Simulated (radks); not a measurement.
Values are calculated unless marked as measured or tabulated.
Charge is removed step by step from the 2s down level of the nitrogen ion N+, starting from [He] 2s(up 1, down 1) 2p2. Code: a radial shooting solver on a logarithmic mesh with Libxc functionals. Model: scalar-relativistic Kohn-Sham, BLYP, spin-polarised, spherical densities, point nucleus; open shells are filled with parallel spins first.

removed (e),E - E(0) (eV),eigenvalue (eV)
0,0.000,-30.082
0.125,3.868,-31.804
0.25,7.952,-33.544
0.375,12.254,-35.298
0.5,16.776,-37.058
0.625,21.518,-38.813
0.75,26.478,-40.529
0.875,31.645,-42.107

The mean slope of the eigenvalue, de/dn, is 13.7 eV per electron.
